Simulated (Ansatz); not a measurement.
Born–Oppenheimer molecular dynamics of B2ClH3S (7 atoms, charge 0, multiplicity 1). It starts at the highest image of a converged band. Of that band: The profile has 2 maxima (images 1, 3) with wells between them (image 2): this band takes more than one step, which may be the mechanism or a detour left from its start path. Neighbouring images differ by up to 2.0 eV, so the band resolves the path poorly. The top lies less than 8 meV above the higher end, about what the thresholds resolve: that end is a shoulder or a very shallow well. A vibrational analysis at the climbing image gives no mode beyond 40i cm⁻¹: the surface is too flat there to confirm a saddle point.

Theory: UKS PBE0-D4/def2-SVP (Ansatz 0.2.0).

```json
{"ensemble": "NVE (velocity Verlet)", "time step": "0.5 fs", "steps asked": "200", "starting velocities drawn for": "300 K", "seed": "13107"}
```

First frame:

```xyz
7
Properties=species:S:1:pos:R:3
B 0.046 -0.281 -1.438
S -0.249 1.194 -0.504
B -0.144 0.115 2.684
Cl 1.482 -0.439 2.768
H 1.109 -0.336 -2.003
H -0.768 -1.165 -1.493
H -1.476 0.912 -0.014
```

**Question.** How far do the bonds stretch over the last three quarters of this one trajectory? (Pairs bonded in most of those frames.)

**Answer.** 
```csv
bond,mean (Å),spread (Å),shortest,longest
B1–S2,1.770,0.009,1.76,1.78
B1–H5,1.209,0.036,1.14,1.27
B1–H6,1.210,0.036,1.14,1.27
S2–H7,1.366,0.045,1.29,1.43
B3–Cl4,1.715,0.018,1.69,1.74
```

Mean temperature of the second half: 218 K. The conserved energy stayed within 0.3 meV per atom of its start (net change 0.19 meV per atom), so the integration is sound. A run of 0.1 ps of so small a system gives no equilibrium averages. The orbitals stay closed-shell, which can raise the energy where a bond breaks towards radicals; this wasn't checked here.

Run time: 2.9 min on 2 threads of AMD EPYC 9R45 96-Core Processor (Zen 5) (shared host), peak memory 0.26 GiB.
